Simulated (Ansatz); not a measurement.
Ansatz (a first-principles code) input:

Ansatz 0.2 input:
```yaml
crystal:
  periodic: [false, false, false]
  atoms:
    - {symbol: Si, position_ang: [2.15754073, -0.12078471, -0.10625942]}
    - {symbol: C, position_ang: [0.30487195, -0.04429451, -0.04403419]}
    - {symbol: C, position_ang: [-0.51264908, -0.26344291, -1.07866750]}
    - {symbol: C, position_ang: [-1.97048085, -0.17636053, -0.70914874]}
    - {symbol: C, position_ang: [-1.93408985, 0.48062670, 0.68712565]}
    - {symbol: C, position_ang: [-0.50394186, 0.22642408, 1.21437292]}
    - {symbol: H, position_ang: [2.60306230, -0.42837636, -1.48579293]}
    - {symbol: H, position_ang: [2.67218147, -1.16550150, 0.81516200]}
    - {symbol: H, position_ang: [2.74998716, 1.17203444, 0.32030405]}
    - {symbol: H, position_ang: [-0.18375276, -0.51513722, -2.07989672]}
    - {symbol: H, position_ang: [-2.41063616, -1.18031872, -0.67764950]}
    - {symbol: H, position_ang: [-2.55784510, 0.39513362, -1.43139765]}
    - {symbol: H, position_ang: [-2.70456660, 0.09838977, 1.35626298]}
    - {symbol: H, position_ang: [-2.09430931, 1.55533374, 0.58394062]}
    - {symbol: H, position_ang: [-0.11776276, 1.06848349, 1.79328676]}
    - {symbol: H, position_ang: [-0.46419016, -0.64677207, 1.87552334]}
basis:
  gaussian:
    orbitals: 6-31G
magnetization: {spin_polarized: false}
correlation: {method: ccsd_t, electrons: outside_noble_gas}
```

Problem. Predict the final energy.

Solution. -484.51524 Eh (CCSD(T)/6-31G). The basis has 78 functions.
